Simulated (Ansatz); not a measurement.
`N[SiH](Cl)BF` + HBr → `N[SiH](Cl)Br` + `BF` at 298.15 K and 1 bar (cleavage of the Si–B bond).

Program: Ansatz. Geometries: PBE0-D4/def2-TZVP. ΔE: electronic, gas phase. CCSD(T)/CBS is the MP2 limit (def2-TZVPP, def2-QZVPP) plus CCSD(T) − MP2 in def2-TZVPP, frozen cores. This one scheme is used for every species. For Br outer-core shells are correlated without core-valence functions, which leaves a few kJ/mol of doubt a bond. Scalar relativity is left out up to krypton. Each species was taken in one conformer, which may not be the lowest.

| species | CCSD(T)/CBS energy (Eh) | H − E (kJ/mol) | S (J/(mol·K)) |
| --- | --- | --- | --- |
| `N[SiH](Cl)BF` | -930.67315 | 159.4 | 359.6 |
| HBr | -2573.91920 | 24.6 | 198.6 |
| `N[SiH](Cl)Br` | -3378.82013 | 118.5 | 340.7 |
| `BF` | -125.82039 | 69.3 | 222.5 |

H − E and S are ideal-gas, rigid-rotor, harmonic terms from PBE0-D4/def2-TZVP, for one conformer and one mirror image of each species. 1 Eh = 2625.50 kJ/mol, R = 8.31446 J/(mol·K).

Task: By hand: ΔE, ΔH, ΔS and ΔG.

Result: ΔE = (-3378.82013) + (-125.82039) − (-930.67315) − (-2573.91920) = -0.04817 Eh = -126.5 kJ/mol. Δ(H − E) = 118.5 + 69.3 − 159.4 − 24.6 = 3.8, so ΔH = -122.7 kJ/mol. ΔS = 340.7 + 222.5 − 359.6 − 198.6 = 5.0 J/(mol·K). ΔG = -122.7 − 298.15 × (5.0)/1000 = -124.2 kJ/mol.

Task: By hand: the equilibrium constant, and the temperature at which ΔG would vanish if ΔH and ΔS stayed fixed.

Result: log₁₀ K = −ΔG/(RT ln 10) = 21.8. ΔH and −TΔS have one sign here, so there is no such temperature.

The number of gas molecules stays the same, so ΔS is small and ΔH decides. A doubt of 5 kJ/mol in ΔE shifts log₁₀ K by 0.9 here. Other conformers and mirror images would add mixing entropy, several J/(mol·K) or more a flexible species. Modes under 60 cm⁻¹, often nearly free rotors, make the harmonic entropy too high. These are equilibria of isolated gas molecules and say nothing of rates. Largest T1 diagnostic: 0.013 (customary marks: 0.02 for closed shells, 0.045 for open ones).

ΔS is within the doubt of such terms, so its sign, and with it that verdict, could turn.
